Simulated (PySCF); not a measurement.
Structure problem from calculated spectra and properties.

Formula: C7H6FN.

- Rotational structure: rotational constants A, B, C: 5.140, 0.979, 0.822 GHz [GFN2-xTB]
- UV, strongest line: among the 6 lowest singlet transitions: S6 at 6.79 eV (183 nm, f = 0.442) [TDDFT PBE0/def2-SVPD]
- NMR, other nuclei: isotropic shieldings of nuclei other than C and H, by class: -72 (1 N), 280 (1 F) ppm [GIAO PBE0/pcSseg-1]
- UV, first state: lowest singlet excitation: 4.43 eV (280 nm, f = 0.002) [TDDFT PBE0/def2-SVPD]
- Polarisability: 89.0 au [PBE0/def2-SVPD]
- 13C NMR: chemical shifts (computed TMS as zero) by class: 174.8 (1 C), 169.6 (1 C), 134.6 (2 C), 133.8 (1 C), 122.1 (2 C) ppm [GIAO PBE0/pcSseg-1]

Gas-phase values; electronic properties from PySCF, density fitting. Levels stand in brackets. NMR shifts are as computed; neighbouring signals can stand in another order in a measured spectrum. The structure is a single GFN2-xTB conformer in the gas phase; no vibrational or solvent corrections. NMR values are class means; diastereotopic atoms form classes of their own.

**Question.** Give a SMILES that accounts for the data.

**Answer.** Numbering: `[H]/[N:1]=[CH:2]\[c:3]1[cH:4][cH:5][c:6]([F:7])[cH:8][cH:9]1`. Its formula, C7H6FN, gives 5 degrees of unsaturation: 1 ring and 4 π bonds in the structure found (Kekulé form). 7 carbons fall into 5 classes; from least to most shielded: aromatic C–F carbon [C6] (174.8 ppm), imine carbon [C2] (169.6 ppm), aromatic CH carbon [C4/C9] (134.6 ppm, 2 C, up to 8.8 ppm apart in this geometry), substituted aromatic carbon [C3] (133.8 ppm), aromatic CH carbon [C5/C8] (122.1 ppm, 2 C). The other shieldings belong to: -72 ppm, imine nitrogen [N1]; 280 ppm, aryl fluorine [F7]. S1 is mainly HOMO−1→LUMO (weight 0.96); the largest Löwdin shares of the orbital it empties are 0.62 on the imine nitrogen, 0.15 on the imine carbon, 0.08 on the N–H hydrogen and 0.07 on the substituted aromatic carbon, of the orbital it fills 0.18 on the imine nitrogen, 0.16 on the imine carbon, 0.13 on the aromatic C–F carbon and 0.13 on the substituted aromatic carbon. The optimised geometry has point group Cs and is an asymmetric top. Structure: `c1(F)ccc(/C=N\[H])cc1`. Computed isomers that give other values at the same levels: `C#CC(C#C)/N=C/CF` (lowest singlet excitation: 5.06 eV (245 nm, f = 0.000)); `C=Cc1cncc(F)c1` (13C chemical shifts (computed TMS as zero) by class: 169.8 (1 C), 151.8 (1 C), 143.9 (1 C), 140.4 (1 C), 138.3 (1 C), 122.6 (1 C), 121.8 (1 C) ppm); `[H]/N=C\c1ccccc1F` (13C chemical shifts (computed TMS as zero) by class: 172.1 (1 C), 162.8 (1 C), 138.5 (1 C), 129.4 (1 C), 129.2 (1 C), 125.4 (1 C), 123.0 (1 C) ppm). The assignments are read from this structure; whether some other isomer fits the data as well wasn't checked.

The values belong to the conformer `[H]/[N:1]=[CH:2]\[c:3]1[cH:4][cH:5][c:6]([F:7])[cH:8][cH:9]1`: N1–C2–C3–C4 0°.
